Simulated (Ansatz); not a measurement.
Born–Oppenheimer molecular dynamics of ClGeH₃ (5 atoms, charge 0, multiplicity 1). It starts at the highest image of a converged band, a first-order saddle point between two minima.

Method: Ansatz, RKS r2SCANh-D4/def2-SVP.

- ensemble: NVE (velocity Verlet)
- time step: 0.5 fs
- steps asked: 200
- starting velocities drawn for: 300 K
- seed: 11696

First frame:

```xyz
5
Properties=species:S:1:pos:R:3
Ge 0.299 0.042 -0.470
H 0.547 0.096 1.240
H 1.573 -0.101 0.405
H -0.588 1.209 -0.025
Cl -0.871 -1.792 -0.470
```

How far do the bonds stretch over the last three quarters of this one trajectory? (Pairs bonded in most of those frames.)


| bond | mean (Å) | spread (Å) | shortest | longest |
| --- | --- | --- | --- | --- |
| Ge1–H2 | 1.591 | 0.076 | 1.46 | 1.76 |
| Ge1–H3 | 1.599 | 0.112 | 1.41 | 1.80 |
| Ge1–H4 | 1.558 | 0.041 | 1.47 | 1.63 |
| Ge1–Cl5 | 2.200 | 0.022 | 2.15 | 2.22 |

Mean temperature of the second half: 2943 K. The conserved energy stayed within 0.52 meV per atom of its start (net change 0.044 meV per atom), so the integration is sound. The kinetic energy rose, since the run started high on the potential surface and went downhill. A run of 0.1 ps of so small a system gives no equilibrium averages. The orbitals stay closed-shell, which can raise the energy where a bond breaks towards radicals; this wasn't checked here.

The run took 10 min on 1 thread of Arm Neoverse V1 (shared host), peak memory 0.14 GiB.
